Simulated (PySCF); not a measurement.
Stretching BrF⁻

Set-up: PySCF, no relativity, basis sets Br aug-pcseg-1, F aug-pcseg-1. Energies in eV from Br + F⁻ in their ground configurations at the same level. State: ²Σ⁺ (doublet), unpaired electrons σ ↑.

```json
{"R (Å)": "1.993", "B97-3": "-1.363", "r²SCAN": "-1.664", "UHF-MP2": "-1.134"}
{"R (Å)": "2.085", "B97-3": "-1.597", "r²SCAN": "-1.893", "UHF-MP2": "-1.334"}
{"R (Å)": "2.178", "B97-3": "-1.728", "r²SCAN": "-2.021", "UHF-MP2": "-1.413"}
{"R (Å)": "2.248", "B97-3": "-1.779", "r²SCAN": "-2.071", "UHF-MP2": "-1.392"}
{"R (Å)": "2.317", "B97-3": "-1.800", "r²SCAN": "-2.091", "UHF-MP2": "-1.245"}
{"R (Å)": "2.386", "B97-3": "-1.800", "r²SCAN": "-2.090", "UHF-MP2": "-0.980"}
{"R (Å)": "2.479", "B97-3": "-1.775", "r²SCAN": "-2.065", "UHF-MP2": "-0.693"}
{"R (Å)": "2.595", "B97-3": "-1.720", "r²SCAN": "-2.012", "UHF-MP2": "-0.463"}
{"R (Å)": "2.734", "B97-3": "-1.638", "r²SCAN": "-1.933", "UHF-MP2": "-0.292"}
{"R (Å)": "2.919", "B97-3": "-1.525", "r²SCAN": "-1.825", "UHF-MP2": "-0.156"}
```

Q: Put a parabola through the three lowest points of the B97-3 curve and estimate Re, k and ωe (reduced mass 15.31 u; 1 eV/Å² = 0.16022 mdyn/Å; ωe = 1302.8·√(k/μ) cm⁻¹).

A: Through R = 2.248, 2.317, 2.386 Å the second-order coefficient is 2.21 eV/Å², so Re ≈ 2.352 Å, k ≈ 0.707 mdyn/Å and ωe ≈ 280 cm⁻¹. A polynomial fit of higher order to the unrounded B97-3 energies gives Re = 2.348 Å, k = 0.630 mdyn/Å, ωe = 264 cm⁻¹; anharmonicity and rounding make the difference.

The higher-order fit for each curve: B97-3: Re = 2.348 Å, ωe = 264 cm⁻¹, De = 1.80 eV; r²SCAN: Re = 2.346 Å, ωe = 261 cm⁻¹, De = 2.09 eV. UHF-MP2 gives no reliable minimum on this grid.

Correlated steps freeze 10 core orbitals. Correlated levels converge slowly with the basis: in double zeta they bind strong bonds too weakly, by up to about 1 eV, and carry superposition errors of some tenths. Spin–orbit coupling is left out. For an ion De counts to the pair picked by the measured ionisation energies or electron affinities, which need not be the lowest pair at this level. The state is the lowest determinant that a PBE0 search found; another state may lie lower at other levels.
